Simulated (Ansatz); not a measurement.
`[CH2][SiH](N)F`, charge 0, multiplicity 2.

(1) Give a relaxed structure at PBE0-D4/def2-TZVP (Ansatz). (An estimate is asked.)

Answers

(1) Ansatz gave: 
```xyz
9

C    -0.718    0.705   -1.160
Si    0.583    0.081   -0.030
N    -0.135   -0.695    1.300
F     1.532   -0.863   -0.920
H    -0.600    0.703   -2.239
H    -1.634    1.161   -0.798
H     1.481    1.126    0.517
H     0.388   -0.875    2.141
H    -0.897   -1.343    1.188
```
This is one stationary point; other conformers may exist.
